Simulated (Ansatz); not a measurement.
Gas-phase electronic energies from Ansatz, PBE0-D4/def2-TZVP geometries. CBS: MP2 limit from def2 TZ/QZ plus the TZ coupled-cluster correction, frozen cores. This one scheme is used for every species. DFT in def2-TZVPP. B3LYP here is the variant with VWN-RPA as its local correlation; programs differ in this. For Ga outer-core shells are correlated without core-valence functions, which leaves a few kJ/mol of doubt a bond. Scalar relativity is left out up to krypton. One conformer a species, not always the lowest.

`C[Si](C)(F)BF` + `[GaH3]` → `C[Si](C)(F)[GaH2]` + `BF`  (formal exchange of groups at the Si–B bond)

```csv
level,ΔE (kJ/mol),difference from CCSD(T)/CBS
PBE-D4,-38.1,1.8
r2SCAN-D4,-35.6,4.3
PBE0-D4,-37.5,2.4
B3LYP-D4,-39.2,0.7
ωB97X-V,-31.9,8.0
ωB97M-V,-35.0,4.9
PBE,-36.3,3.6
PBE0,-35.8,4.1
B3LYP,-35.9,4.0
HF/def2-TZVPP,-31.5,8.4
SCS-MP2/def2-TZVPP,-38.4,1.5
CCSD/def2-TZVPP,-36.3,3.6
HF/def2-QZVPP,-30.9,9.0
MP2/def2-QZVPP,-42.1,-2.2
HF/CBS(def2),-30.8,9.1
MP2/CBS(def2),-43.5,-3.6
CCSD(T)/CBS,-39.9,0
```

Largest T1 diagnostic among the species: 0.013.

The D4 term adds −3.3 kJ/mol with B3LYP and −1.8 kJ/mol with PBE0; it sums over pairs of atoms, weighted by their polarisabilities, and B3LYP, whose exchange is more repulsive, gets the larger term. In def2-TZVPP, CCSD(T) changes the Hartree–Fock value by −5.6 kJ/mol (the triples alone add −0.8 kJ/mol) and MP2 by −9.2 kJ/mol.
